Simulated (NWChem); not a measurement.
# C2H3ClO2Si; SMILES C1C(=O)O[Si@@H]1Cl

```xyz
9

O      0.4279     2.7522    -0.5177
C      0.1143     1.6514    -0.1605
C     -1.2245     0.8807    -0.2628
Si    -0.2641    -0.4665     0.6298
Cl     0.2031    -2.1621    -0.4442
O      0.9608     0.7585     0.4989
H     -1.5262     0.6899    -1.3113
H     -2.0516     1.3991     0.2611
H     -0.5414    -0.8495     2.0425
```
Atoms are numbered in this order, from 1.

All runs: NWChem. Pople sets run with spherical d functions. All runs use the structure optimised with PBE-D3(BJ)/def2-SVP. Level: PBE/6-31G* with SMD (1 M gas to 1 M solution), gas-phase geometry. Reactions with the solvent are ignored.

```csv
solvent,dielectric constant,solvation free energy (kcal/mol),cavity-dispersion-structure term (kcal/mol),dipole in solution (D)
water,78.4,-4.3,3.6,4.59
cyclohexanone,15.6,-7.1,-2.0,4.13
dichloromethane,8.93,-6.5,-1.2,4.14
ethanol,24.9,-6.1,1.3,4.48
anisole,4.22,-6.1,-2.1,3.97
n-hexane,1.88,-4.7,-2.3,…
"N,N-dimethylformamide",37.2,-7.5,-2.2,4.17
```

Complete the blanks.


- n-hexane, dipole in solution (D): 3.72
